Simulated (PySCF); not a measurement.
A species of formula C7H17In has this rotational fingerprint, computed with PySCF 2.14.0, PBE0-D3(BJ)/def2-SVP geometry optimisation, gas phase, def2 core potentials past Kr:

- Rotational constants: A = 1894, B = 685.4, C = 529.5 MHz
- Dipole components: |μa| = 0.01 D, |μb| = 0.16 D, |μc| = 0.07 D
- Inertial defect: -49.67 u·Å²
- κ: -0.77

Question: Which structure is it? (One computed conformer of each.)
A. InEt2(nPr) (`CC[CH2][In]([CH2]C)[CH2]C`)
B. InEt2(iPr), `C[CH2][In]([CH2]C)[CH](C)C`

Answer: A. It is CC[CH2][In]([CH2]C)[CH2]C, an asymmetric top, point group C1. The candidates at the same level (rigid rotor, commonest isotopes):

```json
{"SMILES": "CC[CH2][In]([CH2]C)[CH2]C", "A (MHz)": "1894", "B (MHz)": "685.4", "C (MHz)": "529.5", "μa (D)": "0.01", "μb (D)": "0.16", "μc (D)": "0.07", "Δ (u·Å²)": "-49.67", "point group": "C1", "rotor": "asymmetric top"}
{"SMILES": "C[CH2][In]([CH2]C)[CH](C)C", "A (MHz)": "1552", "B (MHz)": "875.6", "C (MHz)": "668.4", "μa (D)": "0.08", "μb (D)": "0.16", "μc (D)": "0.05", "Δ (u·Å²)": "-146.74", "point group": "C1", "rotor": "asymmetric top"}
```

`C[CH2][In]([CH2]C)[CH](C)C` has B 28 % too high. No structure here is proved a minimum.
